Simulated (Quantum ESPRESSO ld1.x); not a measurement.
Problem. These are the eigenvalues of the occupied orbitals of an atom or ion with whole-number occupations (hartree). Method: scalar-relativistic Kohn-Sham, PBE, spin-unpolarised, spherical densities, point nucleus; computed with ld1.x of Quantum ESPRESSO 7.5.

orbital  eigenvalue
1s         -77.0463
2s          -6.8394
2p          -5.0207
3s          -0.8812
3p          -0.5443

Which element is it, and in what charge state? The configuration may be excited.

Solution. Z = 15, phosphorus, charge +1: P+ in [Ne] 3s1 3p3. The list shows which subshells hold electrons but not how many an open one holds; the 1s level, -77.046 hartree, gives Z - s = 12.4 by -(Z - s)^2/2, which with screening and relativity narrows Z to a few neighbours, and the depths of the outer levels then fix element, charge and occupations together.
